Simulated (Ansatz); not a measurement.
Molecule: sum formula SiN3H5F, charge -1, multiplicity 1. It need not be the lowest isomer of its formula. Whether it binds its extra electron was not tested at this geometry. SMILES: N[Si](N)(F)[NH-]
Geometry from a B3LYP-D3(BJ)/def2-TZVP (Ansatz, an electronic-structure program) optimisation:
```
Si
N 1 1.6347
H 2 1.0145 1 116.43
F 1 1.6649 2 121.89 3 -78.78
N 1 1.7731 2 117.28 3 39.77
H 5 1.0118 1 112.07 2 52.85
H 5 1.0140 6 108.07 1 -127.34
N 1 1.7749 2 109.22 3 166.46
H 8 1.0125 1 113.31 2 121.26
H 8 1.0126 9 108.01 1 121.04
```
Charge -1, spin multiplicity 1.

Parts of the frozen-core correlation energy in 6-31G* (Ansatz, hartree). Frozen orbitals: 9; correlated occupied orbitals by spin: 16 and 16; virtual: 64 and 64. Spin-orbit coupling is left out. Non-relativistic.

| term | value |
|---|---|
| reference (HF) | -554.72182 |
| MP2 opposite-spin | [?] |
| MP2 same-spin | -0.19935 |
| CCSD correlation | [?] |
| (T) | [?] |
| T1 diagnostic | 0.012 |
| largest doubles amplitude | 0.024 |

Q: Fill in the missing entries.

A: 
- MP2 opposite-spin, value: -0.55657
- CCSD correlation, value: -0.78746
- (T), value: -0.01745
